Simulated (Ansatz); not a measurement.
Cost and result for the atomization energy of AlBClFH$_{2}$O$_{2}$, SMILES `[OH][AlH][O]B(F)Cl` (8 atoms, 7 bonds).

```xyz
8

O    -1.139   -2.074    0.305
Al   -0.087   -1.131   -0.606
O    -0.008    0.545   -0.342
B     0.453    1.671    0.173
F    -0.027    2.848   -0.197
Cl    1.738    1.684    1.393
H    -1.707   -1.767    1.009
H     0.777   -1.776   -1.735
```

Total charge 0; spin multiplicity 1. The structure was optimised at the PBE0-D4/def2-TZVP level. It is one conformer, not always the lowest. Program: Ansatz. All runs use 4 threads of an Arm Neoverse V2 on a shared host. Times are those of one run each, without the atoms' runs, and a repeat can differ threefold. Electronic energies, without spin–orbit coupling; frozen cores. CCSD(T)/CBS adds CCSD(T) − MP2 in def2-TZVPP to the MP2 limit, and its time is that of the two runs behind it. T1 = 0.012. B3LYP takes the VWN-RPA correlation (the form of Gaussian; ORCA's B3LYP/G). HSE06 is the plane-wave form, built on full-range PBE exchange.

CCSD(T)/CBS is a level of theory with its own doubt, some kJ/mol a heavy atom from the limit and from the frozen cores, so smaller differences don't rank the functionals.

```csv
level,functions,wall time,atomization (kJ/mol),difference from CCSD(T)/CBS,per bond
BHLYP-D4/def2-TZVPP,236,2.5 s,3199.7,-149.8,-21.4
CAM-B3LYP-D4/def2-TZVPP,236,2.7 s,3355.5,6.0,0.9
HSE06-D4/def2-TZVPP,236,2.8 s,3316.1,-33.4,-4.8
B3LYP-D4/def2-TZVPP (with forces),236,3.3 s,3316.9,-32.6,-4.7
CCSD(T)/def2-SVP,102,3.4 s,3153.0,-196.5,-28.1
r2SCANh-D4/def2-TZVPP,236,3.9 s,3336.6,-12.9,-1.8
PBE-QIDH/def2-TZVPP,236,4 s,3315.4,-34.1,-4.9
B97M-V/def2-TZVPP,236,5.5 s,3371.0,21.5,3.1
ωB97X-V/def2-TZVPP,236,6 s,3342.2,-7.3,-1.0
ωB97M-V/def2-TZVPP (with forces),236,8 s,3357.5,8.0,1.1
MP2/def2-QZVPP,428,12 s,3461.1,111.6,16.0
CCSD(T)/def2-TZVPP,236,100 s,3252.8,-96.7,-13.8
CCSD(T)/CBS(def2),–,120 s,3349.5,0.0,0.0
```

Leaving LDA and LC-ωPBE aside and taking each functional with its dispersion term where it has one, the values, not all of them listed here, spread over 199.2 kJ/mol, from BHLYP-D4 to PBE-D4. LDA lies +464.7 kJ/mol from PBE without D4, its usual overbinding. In def2-TZVPP, CCSD(T) changes the Hartree–Fock value by +777.8 kJ/mol (the triples alone add +57.3 kJ/mol) and MP2 by +927.9 kJ/mol; breaking electron pairs costs correlation energy, which Hartree–Fock lacks. At CCSD(T), def2-SVP lies −196.4 kJ/mol from the extrapolated value and def2-TZVPP −96.7 kJ/mol: correlation converges slowly with the basis, and small sets miss more of it in the bonded molecule than in its fragments.
